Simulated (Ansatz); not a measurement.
Relaxation of BrF$_{2}$H$_{3}$O$_{2}$Zr (9 atoms, charge 0, multiplicity 1), to a largest force component of 0.03 eV/Å in at most 50 steps.

All numbers below come from RKS PBE/def2-SVP in Ansatz 0.2.0.

```xyz
9
Properties=species:S:1:pos:R:3:forces:R:3
Zr -0.177 -0.004 -0.052 -0.07 -0.01 1.22
O -0.222 -0.129 1.974 0.17 -0.13 -1.15
H -0.764 0.207 2.706 0.00 0.01 -0.01
F 1.596 0.391 -0.670 0.03 0.00 -0.02
O -1.324 1.430 -0.593 0.01 -0.02 0.01
H -1.889 2.118 -0.971 0.02 -0.02 0.00
F -0.873 -1.599 -0.858 -0.01 -0.03 -0.02
Br 1.956 -2.840 1.565 -0.69 0.84 0.62
H 1.127 -1.834 2.325 0.53 -0.64 -0.66
```

Where does it end, and by what steps?

It converged. After 6 steps the energy has fallen by 0.139 eV; H9 moved furthest, 0.40 Å.

```json
{"step": "0", "energy less start (eV)": "0.0000", "largest force component (eV/Å)": "1.223", "accepted": "yes"}
{"step": "1", "energy less start (eV)": "-0.1095", "largest force component (eV/Å)": "0.328", "accepted": "yes"}
{"step": "2", "energy less start (eV)": "-0.1243", "largest force component (eV/Å)": "0.185", "accepted": "yes"}
{"step": "3", "energy less start (eV)": "-0.1359", "largest force component (eV/Å)": "0.114", "accepted": "yes"}
{"step": "4", "energy less start (eV)": "-0.1389", "largest force component (eV/Å)": "0.066", "accepted": "yes"}
{"step": "5", "energy less start (eV)": "-0.1384", "largest force component (eV/Å)": "0.226", "accepted": "no"}
{"step": "6", "energy less start (eV)": "-0.1395", "largest force component (eV/Å)": "0.021", "accepted": "yes"}
```

```xyz
9
Properties=species:S:1:pos:R:3
Zr -0.117 -0.102 -0.044
O -0.179 -0.248 1.943
H -0.629 0.139 2.712
F 1.626 0.372 -0.692
O -1.273 1.351 -0.490
H -1.833 2.055 -0.844
F -0.846 -1.649 -0.915
Br 1.794 -2.611 1.608
H 0.887 -1.567 2.147
```

Whether the end is a true minimum wasn't checked by a vibrational analysis.

Time of the run: 16 s on 4 threads of Arm Neoverse V1, on a shared host, peak memory 0.2 GiB.
